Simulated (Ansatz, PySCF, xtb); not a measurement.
Potential energy surface of Cl2Mg, singlet: symmetric bend, bond length relaxed. Scanned: Cl-Mg-Cl angle. Other coordinates (Mg-Cl bond length) were minimised at B3LYP/def2-TZVP.

Computed with: GFN1-xTB (xtb); RKS-LDA (SVWN5)/6-31G* = restricted LDA (SVWN5)/6-31G*, spherical d (PySCF); CCSD(T)/aug-cc-pVQZ = CCSD(T) on RHF/aug-cc-pVQZ, frozen core in Ansatz (a program for electronic structure).

Energies in mEh, each method relative to its own lowest point.

| a / ° | GFN1-xTB | RKS-LDA (SVWN5)/6-31G* | CCSD(T)/aug-cc-pVQZ |
|---|---|---|---|
| 180 | 0.0 | 0.0 | 0.0 |
| 167 | ? | 0.9 | 0.9 |
| 157 | 0.9 | 2.8 | 2.8 |
| 147 | 1.9 | 5.6 | 5.8 |
| 137 | ? | 9.5 | 10.0 |
| 127 | ? | 14.6 | 15.6 |
| 117 | ? | 21.1 | 22.7 |
| 107 | 11.9 | 29.5 | 32.0 |
| 97 | ? | 40.6 | 44.2 |
| 87 | 28.4 | 56.1 | 61.4 |
| 80 | 39.8 | 71.6 | 78.2 |

Fill in the missing entries.


- 167, GFN1-xTB: 0.3
- 137, GFN1-xTB: 3.3
- 127, GFN1-xTB: 5.2
- 117, GFN1-xTB: 7.9
- 97, GFN1-xTB: 18.1
